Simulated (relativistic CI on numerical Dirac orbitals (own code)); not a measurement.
Fe2+: resonant inelastic scattering at the M2,3 edge

Computed with this model: Dirac-Coulomb-Breit CI, separate exchange-only KLI orbitals for each configuration, a model potential for QED, valence Slater integrals scaled by 0.8, Kramers-Heisenberg scattering through one core-hole configuration in a parametric crystal field; configurations [Ar] 3d6 → [Ne] 3s2 3p5 3d7; 300 K; core-hole width 1.2 eV; summed over polarisations. Incident energies are the highest absorption maxima for each field (at most a few, so the weaker spin-orbit partner edge can be absent), on the computed scale of the free ion. Intensities are in per cent of the strongest line above 0.02 eV; levels within 1 cm⁻¹ are merged; final levels count from the ground level, the first row holds all elastic scattering, lines under 0.4 are left out and each table stops after 24 rows. The scale of the Slater integrals is a model choice and moves the terms in proportion.

Field parameters in Wybourne normalisation: D4h B²₀ = −7Ds, B⁴₀ = 21(Dq − Dt), B⁴₄ = 21√(5/14) Dq; Td as Oh with Dq negative (B⁴₀ = 21Dq, B⁴₄ = √(5/14) B⁴₀). The field is a parameter set, without covalency.

S is read from ⟨S²⟩ = S(S + 1).

Td, 10Dq = -9600 cm⁻¹:

| Final level (eV) | Degeneracy | Irrep | S | 57 eV | 60.6 eV |
| --- | --- | --- | --- | --- | --- |
| 0.000 | 1 | A1 | 2.00 | 64.0 | 309.6 |
| 0.002 | 3 | T1 | 2.00 | 1.8 | 14.6 |
| 0.003 | 2 | E | 2.00 | 1.5 | 18.6 |
| 0.005 | 3 | T2 | 2.00 | 1.4 | 15.9 |
| 0.007 | 1 | A2 | 2.00 | 0.7 | 9.3 |
| 1.157 | 3 | T2 | 2.00 | 8.4 | 53.2 |
| 1.183 | 5 | E+T1 | 2.00 | 13.3 | 100.0 |
| 1.221 | 3 | T2 | 2.00 | 4.6 | 61.0 |
| 1.221 | 3 | T1 | 2.00 | 4.2 | 62.9 |
| 1.221 | 1 | A1 | 2.00 | 1.3 | 21.7 |
| 1.353 | 3 | T2 | 1.00 | 0.2 | 0.4 |
| 1.389 | 3 | T1 | 1.00 | 0.4 | 0.1 |
| 2.361 | 3 | T2 | 0.95 | 0.1 | 0.6 |
| 2.372 | 2 | E | 1.00 | 0.1 | 0.4 |
| 4.402 | 3 |  | 0.99 | 0.0 | 0.5 |

D4h, 10Dq = 21750, Ds = 220, Dt = 400 cm⁻¹:

| Final level (eV) | Degeneracy | Irrep | S | 59.8 eV | 64.1 eV | 70.5 eV |
| --- | --- | --- | --- | --- | --- | --- |
| 0.000 | 1 | A1 | 0.02 | 42.4 | 189.4 | 66.7 |
| 0.960 | 1 | A1 | 1.88 | 0.1 | 1.0 | 0.2 |
| 1.010 | 1 | B1 | 1.15 | 0.0 | 1.9 | 0.3 |
| 1.040 | 2 | E | 1.37 | 0.8 | 0.3 | 0.2 |
| 1.077 | 1 | A2 | 1.40 | 0.4 | 0.0 | 0.2 |
| 1.078 | 1 | A1 | 1.41 | 0.4 | 4.2 | 0.9 |
| 1.175 | 1 | A1 | 1.80 | 0.1 | 0.8 | 0.2 |
| 1.513 | 1 | A1 | 1.04 | 0.3 | 4.4 | 0.8 |
| 1.513 | 2 | E | 1.04 | 1.4 | 0.6 | 0.4 |
| 1.818 | 2 | E | 0.98 | 0.4 | 0.6 | 2.4 |
| 1.923 | 1 | A2 | 1.00 | 0.4 | 0.5 | 0.1 |
| 1.930 | 1 | A1 | 1.00 | 0.3 | 0.5 | 0.1 |
| 1.944 | 2 | E | 0.93 | 0.9 | 3.6 | 9.8 |
| 2.025 | 2 | E | 0.23 | 5.3 | 55.6 | 100.0 |
| 2.451 | 1 | A2 | 0.03 | 2.2 | 27.2 | 56.4 |
| 3.057 | 1 | A1 | 1.04 | 0.5 | 0.1 | 0.4 |
| 3.061 | 2 | E | 1.03 | 0.3 | 0.4 | 1.1 |
| 3.438 | 1 | B2 | 0.04 | 0.9 | 1.2 | 45.5 |
| 3.457 | 2 | E | 1.00 | 0.5 | 0.5 | 0.5 |
| 3.483 | 1 | B2 | 1.02 | 0.0 | 0.4 | 0.6 |
| 3.503 | 3 | B1+E | 1.00 | 0.8 | 0.4 | 6.3 |
| 3.508 | 1 | A1 | 1.06 | 0.4 | 0.3 | 1.0 |
| 3.509 | 1 | A2 | 1.05 | 0.2 | 0.1 | 0.9 |
| 3.554 | 2 |  | 0.20 | 1.0 | 2.4 | 74.3 |

For the first field the strongest loss at the lowest incident energy is the level at 1.18 eV (S = 2.00, against 2.00 in the thermal ground state).
